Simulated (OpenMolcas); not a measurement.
# Pt3+: moving or changing the point charges

Pt3+ among 5 point charges of -1.5 e arranged as a trigonal bipyramid (D3h), 1.81 Å from the ion, with the axial distance 1.882 Å.

```yaml
Program: OpenMolcas
Method: "SS-CASPT2, IPEA 0.25 Eh, imaginary shift 0.1 Eh (closed shells correlated: 4f 5s 5p)"
Basis: ANO-RCC-VDZP [7s6p4d2f]
Scalar_Hamiltonian: DKH2, point nucleus
Active_space: 7 electrons in 5 orbitals (5d)
State_averaging: 2S+1 = 4 even, 10 roots; 2S+1 = 2 even, 40 roots
Spin-orbit_coupling: state interaction with AMFI integrals over the reference wave functions
```

Runs around this geometry, states (labels of D3, the rotations of D3h). Energies in cm-1 above the lowest state or level, χT in cm3 K/mol.

| R (Å) | q (e) | Axial / equatorial distance | Ground state | First state of that spin | First gap with spin-orbit (degeneracies) | χT at 300 K | First state of another spin |
| --- | --- | --- | --- | --- | --- | --- | --- |
| 1.81 | -0.98 | 1.04 | 4A2 | 4A1 810 | 290 (2, 2) | 4.326 | 2E 11180 |
| 1.71 | -1.5 | 1.04 | 4A2 | 4A1 1270 | 280 (2, 2) | 4.211 | 2E 5870 |
| 1.81 | -1.5 | 1.04 | 4A2 | 4A1 960 | 370 (2, 2) | 4.312 | 2E 8140 |
| 2.02 | -1.5 | 1.04 | 4A2 | 4A1 460 | 450 (2, 2) | 4.405 | 2E 11160 |
| 1.81 | -1.5 | 1.12 | 4A2 | 4A1 2370 | 550 (2, 2) | 3.489 | 2E 11550 |

Taking the first state of the same spin as R^-n, n = -ln(460 / 1270) / ln(2.02 / 1.71) = 6.1 between the shortest and longest distance.

Scaling the charges by -0.98 / -1.5 = 0.65 scales the first state of the same spin by 810 / 960 = 0.84; with fixed orbitals a first-order splitting would follow the charge.

Roots that are degenerate in the reference are averaged as groups; the widest CASPT2 spread within a group is 120 cm-1 (the 2-fold group of multiplicity 4 near 16100 cm-1 above the lowest state of its run, R = 1.71, q = -1.5, ratio = 1.04). Shifts and gaps below about the spread of the groups concerned are not significant. This shell can be high or low spin here, a state of another spin lies low, and with metal d orbitals alone active their balance is uncertain, so the ground spin may be wrong. Point charges give a weaker field than real ligands, and real ions of this kind are as a rule low spin; the high spin found here belongs to the model. Free-ion shares, where given, are those of the reference states; single-state CASPT2 does not remix them. Spin-orbit coupling mixes the spin-free states strongly: the lowest level takes only 44 % from its leading state, 4A1, which lies 813 cm-1 above the lowest spin-free state (figures for R = 1.81, q = -0.98, ratio = 1.04; the like holds for R = 1.71, q = -1.5, ratio = 1.04, R = 1.81, q = -1.5, ratio = 1.04, R = 2.02, q = -1.5, ratio = 1.04, R = 1.81, q = -1.5, ratio = 1.12). This is an electrostatic model: the charges have no orbitals. No measured value stands beside these numbers.
